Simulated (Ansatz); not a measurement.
Cost and result up the ladder for Si₄O₄ (8 atoms). The state is a singlet with charge 0. Geometry: B3LYP-D4/def2-SVP.

```xyz
8

Si   -1.491    1.104    1.269
Si    2.096   -0.789   -0.196
Si    0.314    1.705   -1.431
Si   -0.919   -2.020    0.357
O    -1.456   -0.554    0.983
O     1.457    0.554   -0.983
O    -0.713    1.701   -0.098
O     0.713   -1.701    0.098
```

Ansatz on 4 threads of Arm Neoverse V2 on a shared host. Times are rough, and most runs start from the orbitals of an earlier one. No level here is sound enough to serve as a yardstick. Binding counts from free atoms at the same level (Si triplet, O triplet; other spins of the atoms weren't run), without zero-point energy or a counterpoise term.

Correlated methods freeze 24 core orbitals. The rows differ in basis, and correlated rows in double-zeta sets carry the largest basis error. The structure comes from a short search, and lower isomers may exist.

Run but left out: HF/STO-3G (restricted singlet, unstable in another Hartree–Fock run and untested here).

Correlated methods converge slowly with the basis, most of all in double-zeta sets.

| level | functions | wall time | binding energy per atom (eV) | remarks |
| --- | --- | --- | --- | --- |
| PBE-D4/def2-SVP | 128 | 1.4 s | 5.03 | restricted SCF unstable in HF |
| PBE0-D4/def2-SVP | 128 | 1.9 s | 4.79 | restricted SCF unstable in HF |
| BLYP-D4/def2-TZVP | 272 | 3.6 s | 5.06 | restricted SCF unstable in HF |
| PBE-D4/def2-TZVP | 272 | 3.7 s | 5.10 | – |
| PBE-D4/def2-TZVPD | 332 | 6 s | 5.09 | restricted SCF unstable in HF |
| PBE0-D4/def2-TZVP | 272 | 7 s | 4.88 | restricted SCF unstable in HF |
| r2SCAN-D4/def2-TZVP | 272 | 7 s | 4.95 | restricted SCF unstable in HF |
| MP2/def2-TZVP | 272 | 7 s | 5.03 | restricted SCF unstable |
| CAM-B3LYP-D4/def2-TZVP (with forces) | 272 | 9 s | 5.00 | restricted SCF unstable in HF |
| PBE0-D4/def2-TZVPD | 332 | 9.5 s | 4.88 | restricted SCF unstable in HF |
| RPA@PBE/def2-TZVP | 272 | 10 s | 4.51 | – |
| CCSD(T)/def2-SVP | 128 | 12 s | 4.45 | restricted SCF unstable in HF |
| CAM-B3LYP-D4/def2-TZVPD | 332 | 13 s | 5.00 | restricted SCF unstable in HF |
| B97M-V/def2-TZVP | 272 | 13 s | 4.99 | restricted SCF unstable in HF |
